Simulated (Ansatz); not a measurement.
Abridged output of a molecular run in Ansatz:

```
Functional definition: HF
1754 factors; integrals over basis functions are off by at most 1.2e-3 eV
mean field evaluation 1: about -23170.0846 eV, gradient 4.1e1 eV
mean field evaluation 2: about -23170.2957 eV, gradient 4.1e1 eV
mean field evaluation 4: about -23173.9481 eV, gradient 3.9e0 eV
mean field evaluation 8: about -23174.0136 eV, gradient 3.0e-1 eV
mean field -23174.01400730 eV, -851.6293068574 hartree, gradient 9.1e-6 eV, S^2 0.000000; 0 other end points of the search recorded, 0 dependent functions left out
12 core orbitals not correlated: weight in the atoms' cores, before any rotation towards them, 1.000 or more for the frozen orbitals, at most 0.000 for the correlated occupied ones
reference -23174.01400730 eV, -851.6293068574 hartree; 21, 21 occupied and 236, 236 virtual orbitals, 1754 factors
second order -30.59109842 eV of doubles, -0.00000000 eV of singles
cycle   1  -30.72940469 eV  change   -1.4e-1 eV  update   1.2e-1
cycle   2  -31.41413842 eV  change   -6.8e-1 eV  update   3.6e-2
cycle   3  -31.57622890 eV  change   -1.6e-1 eV  update   2.0e-2
cycle   4  -31.56862082 eV  change    7.6e-3 eV  update   4.6e-3
cycle   5  -31.56406951 eV  change    4.6e-3 eV  update   1.8e-3
cycle   6  -31.56471912 eV  change   -6.5e-4 eV  update   5.9e-4
cycle   7  -31.56477052 eV  change   -5.1e-5 eV  update   2.2e-4
cycle   8  -31.56465391 eV  change    1.2e-4 eV  update   8.1e-5
cycle   9  -31.56466423 eV  change   -1.0e-5 eV  update   3.1e-5
perturbative correction -1.12304234 eV, -0.0412710449 hartree
Total energy: -23206.70171387 eV, -852.8305579173 hartree
```

Its atoms:

```xyz
11

C     0.0589   -1.7920    0.3092
Sn   -0.7234    0.1790    0.3467
F    -0.7039    0.7109    2.2081
C     0.5877    1.5959   -0.5986
Cl    0.7697    1.1146   -2.3093
H     0.3120   -2.0663   -0.7151
H     0.9569   -1.8263    0.9256
H    -0.6757   -2.4937    0.7022
H    -2.3411    0.3805   -0.1525
H     1.5752    1.5917   -0.1412
H     0.1837    2.6057   -0.5749
```

(1) Which basis set was used?
A. def2-TZVPPD
B. cc-pV(Q+d)Z
C. def2-TZVPP
D. cc-pV(D+d)Z

(2) Write the keys of the input that set method, charge and spin (a neutral closed shell needs none for the last two).

## Answers

(1) C. It gives 269 functions.

(2) 
```yaml
correlation: {method: ccsd_t}
```
